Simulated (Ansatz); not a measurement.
Constitutional and geometric isomers with formula C3H8Si. All species are isolated molecules in the gas phase. One relaxed conformer stands for each flexible species; it need not be the lowest. Strings in code marks are SMILES.

Quantity: electronic energy of isomers of C3H8Si relative to `C/C=C/[SiH3]`, in kcal/mol. The restricted reference of `C=[SiH]CC` is unstable towards unrestricted orbitals.

Case: `C=[SiH]CC` (C–Si–C–C torsion 1°). Geometry of `[SiH](=C)CC` (neutral, multiplicity 1, Å):

```xyz
12

C      1.9703     0.7027     0.1807
Si     1.0741    -0.7311     0.0101
C     -0.7864    -0.8065    -0.1253
C     -1.4642     0.5565    -0.0400
H      1.5085     1.6824     0.2230
H      3.0516     0.6936     0.2551
H      1.7513    -2.0494    -0.0435
H     -1.1541    -1.4746     0.6620
H     -1.0346    -1.3063    -1.0688
H     -2.5492     0.4638    -0.1261
H     -1.2454     1.0489     0.9098
H     -1.1218     1.2199    -0.8370
```

### Question
Give the electronic energy of isomers of C3H8Si relative to `C/C=C/[SiH3]` at the level frozen-core CCSD(T)/cc-pVDZ // PBE0-D3(BJ)/def2-TZVP (Ansatz, an electronic-structure program).

### Answer
15.9 kcal/mol.
